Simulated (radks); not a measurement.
Values are calculated unless marked as measured or tabulated.
Excited configurations of Zn II: one electron is placed in a higher orbital outside [Ar] 3d10. The ground configuration is [Ar] 3d10 4s1. Code: a radial shooting solver on a logarithmic mesh with Libxc functionals. Model: Dirac Kohn-Sham, PBE, spin-unpolarised, spherical densities, point nucleus; open shells fill j = l - 1/2 first. Excitation = E - E(ground); binding = E(ion) - E, where the ion is the core of charge +2; n* = 2/sqrt(2 binding) in atomic units, and the quantum defect is n - n*.

outer orbital  excitation (eV)  binding (eV)     n*  quantum defect  <r> (bohr)
4p1/2                    6.234        12.209  2.111           1.889       3.051
4f5/2                   14.982         3.460  3.966           0.034       8.859
5s1/2                   11.095         7.348  2.721           2.279       5.725
5d3/2                   14.859         3.584  3.897           1.103       10.32
6p1/2                   15.082         3.361  4.024           1.976       12.11
6d3/2                   16.088         2.355  4.808           1.192       16.62
7s1/2                   15.868         2.575  4.597           2.403       16.48
7p1/2                   16.228         2.215  4.956           2.044       18.73
7d3/2                   16.783         1.660  5.726           1.274       24.34

The Delta-SCF ionisation energy is 18.443 eV (NIST Atomic Spectra Database: 17.964 eV, measured). Self-interaction in the functional shifts the binding energies and quantum defects, so they are the method's values and not measured ones. Spin polarisation and multiplet splitting are left out, so open shells lie too high by an amount that depends on their filling.

Beside tabulated values, note that spin-unpolarised runs miss the spin-polarisation part of the exchange energy of open shells.
